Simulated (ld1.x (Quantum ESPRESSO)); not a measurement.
**Plane-wave convergence, TM potential for copper**

- Element: copper
- Generator: ld1.x (Quantum ESPRESSO) 7.5
- Type: norm-conserving Troullier–Martins (Kleinman–Bylander form)
- Functional: LDA (PZ)
- Relativity: scalar-relativistic
- Frozen core: [Ar]
- Valence charge: 11
- Reference configuration: 3d9 4s0 4p0 (charge +2)
- Partial waves: 4s (bound, empty): rc 1.85 bohr; 4p (bound, empty): rc 2.35 bohr; 3d (bound): rc 1.20 bohr
- Local potential: all-electron potential smoothed inside 1.40 bohr (lloc = -1)
- Core correction: a·sin(br)/r model core, default radius (core density twice the valence density)

The pseudo-atom Hamiltonian at the reference potential is diagonalised in spherical Bessel functions j_l(qr) that vanish at 20 bohr, with q² up to the cutoff. All-electron valence levels (Ry): 4s -1.6574, 4p -1.1310, 3d -2.2036.

How do the lowest levels (Ry) of each channel move with the cutoff, and are there ghosts?

| cutoff (Ry) | s #1 | s #2 | p #1 | p #2 | d #1 | f #1 | Σ f·Δε (mRy) |
| --- | --- | --- | --- | --- | --- | --- | --- |
| 8 | -1.6407 | -0.5851 | -1.1265 | -0.4434 | -0.6585 | -0.2648 | 13906.4 |
| 18 | -1.6576 | -0.8920 | -1.1308 | -0.4438 | -0.7223 | -0.2650 | 13331.9 |
| 35 | -1.7623 | -1.6572 | -1.1310 | -0.4440 | -0.8061 | -0.2650 | 12577.9 |
| 55 | -1.8105 | -1.6574 | -1.1310 | -0.4440 | -1.0604 | -0.2650 | 10289.3 |
| 90 | -1.8113 | -1.6574 | -1.1310 | -0.4440 | -1.8756 | -0.2650 | 2952.7 |
| 140 | -1.8113 | -1.6574 | -1.1310 | -0.4440 | -2.1938 | -0.2650 | 88.5 |
| 230 | -1.8113 | -1.6574 | -1.1310 | -0.4440 | -2.2033 | -0.2650 | 2.9 |
| 400 | -1.8113 | -1.6574 | -1.1310 | -0.4440 | -2.2036 | -0.2650 | 0.0 |

Result: ghost state, extra bound levels that the all-electron valence spectrum of the same l lacks: s at -24.6 eV (a true bound ghost makes a file unfit for plane-wave use); 10 mRy is reached at 180 Ry and 1 mRy at 300 Ry.

5 of 9 tests not solved or not reliable.
